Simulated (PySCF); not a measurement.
How the method moves the HOMO and LUMO of `CC1=C[SiH2]C=C1`

C5H8Si.
Cartesian coordinates in Å at the PBE0-D3(BJ)/def2-SVP level; atoms count from 1:
```
atom  x, y, z in Å
C1     2.154    0.039   -0.235
C2     0.674    0.115   -0.042
C3    -0.014    1.200    0.384
Si4   -1.822    0.739    0.440
C5    -1.481   -1.005   -0.156
C6    -0.148   -1.093   -0.334
H7     2.399   -0.230   -1.277
H8     2.591   -0.747    0.403
H9     2.645    0.992    0.003
H10    0.486    2.141    0.626
H11   -2.435    0.799    1.804
H12   -2.691    1.533   -0.485
H13   -2.155   -1.843   -0.347
H14    0.354   -2.005   -0.682
```

Basis pcSseg-1 throughout (PySCF), one geometry. Isolated species at its PBE0-D3(BJ)/def2-SVP geometry, gas phase.

Problem. How do the orbital energies, the gap and the dipole change with the method?

Solution. 
```csv
method,kind,HOMO (eV),LUMO (eV),gap (eV),μ (D),SCF cycles
B97-2,global hybrid,-6.42,-1.43,4.99,1.03,13
PBE0,global hybrid,-6.67,-1.39,5.28,1.04,13
mPW1PW91,global hybrid,-6.68,-1.41,5.28,1.03,13
BHandHLYP,global hybrid,-7.47,-0.31,7.17,1.01,12
CAM-B3LYP,range-separated hybrid,-7.90,-0.22,7.68,0.99,12
wB97X-D,range-separated hybrid,-8.47,0.37,8.84,1.02,13
LC-wPBE,range-separated hybrid,-9.29,0.81,10.10,1.02,13
```

The HOMO spans 2.87 eV, from B97-2 down to LC-wPBE, and the gap runs from 4.99 eV (B97-2) to 10.10 eV (LC-wPBE). Over the methods B97-2 (21 %), PBE0 (25 %), mPW1PW91 (25 %), BHandHLYP (50 %), a straight line through the gap against the share of exact exchange rises by 0.75 eV for each 10 % (correlation coefficient 1.000). The dipole ranges from 0.99 D (CAM-B3LYP) to 1.04 D (PBE0). This basis has no diffuse functions.
